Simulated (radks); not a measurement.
Initial-state core-level shifts of the krypton ion Kr+ when its valence configuration changes from [Ar] 3d10 4s2 4p5. Calculated with a radial shooting solver on a logarithmic mesh with Libxc functionals: Dirac Kohn-Sham, BLYP, spin-unpolarised, spherical densities, finite nucleus; open shells fill j = l - 1/2 first; Fermi nuclear charge, rms radius 4.1884 fm. Shifts are changes of the shell-averaged eigenvalues in eV (positive: less bound); the change of the density at the nucleus, which sets a Mossbauer isomer shift, is in e/bohr^3, on a base of 4.943e+04.

| valence | 1s | 2p | 3s | 3p | density at nucleus |
|---|---|---|---|---|---|
| 3d10 4s1.5 4p5.5 | -0.827 | -0.802 | -0.809 | -0.805 | -22.322 |
| 3d9 4s2 4p6 | -16.741 | -18.461 | -13.890 | -13.684 | +21.282 |
| 3d10 4s1 4p6 | -1.640 | -1.590 | -1.606 | -1.597 | -45.046 |
